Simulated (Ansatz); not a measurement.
`[O]=[W](=[O])([F])[Cl]` + `CNC` → `C[N](C)[W](=[O])(=[O])[F]` + HCl at 298.15 K and 1 bar (ligand exchange at a W–Cl bond).

Calculated with Ansatz (gas phase, PBE0-D4/def2-TZVP geometries, no zero-point term in ΔE). CBS: MP2 limit from def2 TZ/QZ plus the TZ coupled-cluster correction, frozen cores. This one scheme is used for every species. def2 core potentials past Kr. For W outer-core shells are correlated without core-valence functions, which leaves a few kJ/mol of doubt a bond. Each species was taken in one conformer, which may not be the lowest.

| species | CCSD(T)/CBS energy (Eh) | H − E (kJ/mol) | S (J/(mol·K)) |
| --- | --- | --- | --- |
| `[O]=[W](=[O])([F])[Cl]` | -777.07652 | 44.4 | 339.1 |
| `CNC` | -135.00321 | 256.9 | 271.4 |
| `C[N](C)[W](=[O])(=[O])[F]` | -451.69287 | 266.0 | 403.7 |
| HCl | -460.38127 | 26.6 | 186.8 |

H − E and S are ideal-gas, rigid-rotor, harmonic terms from PBE0-D4/def2-TZVP, for one conformer and one mirror image of each species. 1 Eh = 2625.50 kJ/mol, R = 8.31446 J/(mol·K).

Task: By hand: ΔE, ΔH, ΔS and ΔG.

Result: ΔE = (-451.69287) + (-460.38127) − (-777.07652) − (-135.00321) = 0.00559 Eh = 14.7 kJ/mol. Δ(H − E) = 266.0 + 26.6 − 44.4 − 256.9 = -8.7, so ΔH = 6.0 kJ/mol. ΔS = 403.7 + 186.8 − 339.1 − 271.4 = -20.0 J/(mol·K). ΔG = 6.0 − 298.15 × (-20.0)/1000 = 12.0 kJ/mol.

Task: By hand: the equilibrium constant, and the temperature at which ΔG would vanish if ΔH and ΔS stayed fixed.

Result: log₁₀ K = −ΔG/(RT ln 10) = -2.1. ΔH and −TΔS have one sign here, so there is no such temperature.

TΔS isn't small against ΔH here. A doubt of 5 kJ/mol in ΔE shifts log₁₀ K by 0.9 here. Other conformers and mirror images would add mixing entropy, several J/(mol·K) or more a flexible species. Modes under 60 cm⁻¹, often nearly free rotors, make the harmonic entropy too high. These are equilibria of isolated gas molecules and say nothing of rates. Largest T1 diagnostic: 0.022 (customary marks: 0.02 for closed shells, 0.045 for open ones).
